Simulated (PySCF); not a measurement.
Species: BeCl2(H2O)2.
SMILES: `[OH2]->[Be](<-[OH2])([Cl])[Cl]`

The closed-shell ground state was solved at several levels (PySCF, density fitting, gas phase, non-relativistic). Isolated species at its PBE0-D3(BJ)/def2-SVP geometry (one conformer only).

```json
{"level": "PBE0/pcSseg-1", "basis functions": "114", "total energy (Eh)": "-1087.6533", "HOMO (eV)": "-7.94", "LUMO (eV)": "-0.05", "gap (eV)": "7.89", "dipole (D)": "4.21"}
{"level": "CAM-B3LYP/def2-SVPD", "basis functions": "144", "total energy (Eh)": "-1087.7859", "HOMO (eV)": "-9.36", "LUMO (eV)": "-0.08", "gap (eV)": "9.28", "dipole (D)": "4.03"}
```

Question: What might KT2/pcSseg-1 (114 basis functions) give for the same quantities?

Answer: Total energy -1097.3587 Eh, HOMO -6.66 eV, LUMO -1.11 eV, gap 5.55 eV, dipole 4.06 D.

Question: Over all these levels, which gives the widest orbital gap and which the narrowest?

Answer: CAM-B3LYP/def2-SVPD (range-separated hybrid) has the widest, 9.28 eV, and KT2/pcSseg-1 (GGA) the narrowest, 5.55 eV. Functional and basis both differ between the two, so the spread mixes both effects.

Question: How far do the dipole and the HOMO energy spread over the levels?

Answer: The dipole runs from 4.03 to 4.21 D (mean 4.10 D) and the HOMO from -9.36 to -6.66 eV.
